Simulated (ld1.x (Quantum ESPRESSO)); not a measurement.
Which change was made? (Pb, TM)

Pb (Z = 82), norm-conserving Troullier–Martins (Kleinman–Bylander form), made with ld1.x (Quantum ESPRESSO) 7.5 (PBEsol, scalar-relativistic). Core [Xe] 4f14, reference 5d10 6s2 6p2. Waves: 6s (bound): rc 1.45 bohr; 6p (bound): rc 2.65 bohr; 5f channel at 0.25 Ry: rc 2.85 bohr; 5d (bound): rc 1.60 bohr. Local part: the d channel. Core correction: Bessel-smoothed model core inside 0.70 bohr.

Cutoffs, loose and tight: the cutoffs (Ry, on a coarse ladder) from which the occupation-weighted sum of valence levels, in a spherical-Bessel basis at the reference potential, stays within 10 and 1 mRy of its value at 400 Ry. They do not see the model core or the augmentation charge, which bear on the density cutoff. Test errors are all-electron minus pseudo excitation energies from the reference, over the configurations 5d10 6s2 6p1; 5d10 6s2 6p0; 5d10 6s1 6p0; 5d10 6s0 6p4; 5d10 6s0 6p0; 5d10 6s2 6p2.3; 5d10 6s2 6p1.5; variants that change the core or the reference have their own tests.

The base gives: outcome: generated; cutoff, loose: 90 Ry; cutoff, tight: 180 Ry; bound ghosts: f, s, p; largest test error (meV): -99.

(1) After one change the result is: outcome: failed: chargeps: negative rho. Which change was it?
A. type ultrasoft; waves now 6s (bound): rcut 1.25, rcutus 1.45 bohr; 6s channel at 0.55 Ry: rcut 1.25, rcutus 1.45 bohr; 6p (bound): rcut 2.30, rcutus 2.65 bohr; 6p channel at 1.5 Ry: rcut 2.30, rcutus 2.65 bohr; 5d (bound): rcut 1.40, rcutus 1.60 bohr; 5d channel at 0.7 Ry: rcut 1.40, rcutus 1.60 bohr; 5f channel at 0.25 Ry: rcut 2.50, rcutus 2.85 bohr; local potential all-electron potential smoothed inside 1.15 bohr (lloc = -1); augmentation PSQ, radius 0.90 bohr
B. local potential the s channel
C. wave 5d (bound): rc 1.60 bohr becomes 5d (bound): rc 2.42 bohr

## Answers

(1) A. The others give: wave 5d (bound): rc 1.60 bohr becomes 5d (bound): rc 2.42 bohr → outcome: failed: run_pseudo: Errors in PS-KS equation | local potential the s channel → outcome: generated; cutoff, loose: 90 Ry; cutoff, tight: 180 Ry; bound ghosts: none; largest test error (meV): -107.
